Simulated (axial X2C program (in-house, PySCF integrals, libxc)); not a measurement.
## TlF: cheaper levels and CCSD(T), with spin–orbit coupling

Computed with an in-house all-electron X2C program for linear molecules (integrals from PySCF). Two-component (2c) means X2C with spin–orbit coupling and atomic mean-field two-electron Coulomb and Gaunt terms. Basis: Tl dyall-cv4z [14s16p11d7f3g], F dyall-av4z [8s7p4d3f2g] (cores contracted in-house); Gaussian nuclei, density fitting, unrestricted open shells. Masses: Tl 204.974 u, F 18.998 u.

State: Ω = 0 (closed shell); fragments Tl + F.

```
 level  Re (Å)  ωe (cm⁻¹)  De (eV)
  PBE0   2.092      468.3     4.51
    HF   2.080      478.2     2.57
   MP2   2.091      470.6     4.94
  CCSD   2.085      475.9     4.46
  BP86   2.119      447.3     4.91
PBEsol   2.094      465.0     5.21
 B3LYP   2.113      453.9     4.55
```

Correlated methods: 20 electrons correlated (number of frozen shells: Tl 5 s, 4 p, 2 d, 1 f; F 1 s), 396 virtual spin orbitals or spinors in MP2, 180 natural virtuals in coupled cluster.

CCSD(T), same Hamiltonian and basis:

Re = 2.090 Å, ωe = 473.0 cm⁻¹, De = 4.62 eV; T1 = 0.017 (Lee–Taylor normalisation).

Give the differences from CCSD(T) in the columns below.



| level | ΔRe (Å) | Δωe (cm⁻¹) | ΔDe (eV) |
| --- | --- | --- | --- |
| PBE0 | 0.002 | -5 | -0.11 |
| HF | -0.010 | 5 | -2.05 |
| MP2 | 0.001 | -2 | 0.32 |
| CCSD | -0.005 | 3 | -0.16 |
| BP86 | 0.029 | -26 | 0.29 |
| PBEsol | 0.004 | -8 | 0.59 |
| B3LYP | 0.023 | -19 | -0.07 |

The state is one determinant whose occupation by symmetry is held fixed; it was picked as the lowest of a PBE0 search that is not exhaustive. Closed shells are restricted here (equal orbitals for both partners); the stretched side of such a curve lies too high. Dissociation energies refer to the lowest single-determinant-based atoms at the same level and basis. CCSD and (T) use frozen natural virtuals with an MP2 correction for the truncation; (T) itself is uncorrected, so its De runs slightly low. A 2c atom that is not at its ground J level misses part of its spin–orbit lowering, and De is too large by that part (0.04 eV or less for light atoms). This holds for PBE0, BP86, PBEsol, B3LYP. The functionals have no current-density term, which raises determinants with orbital currents, atoms included.
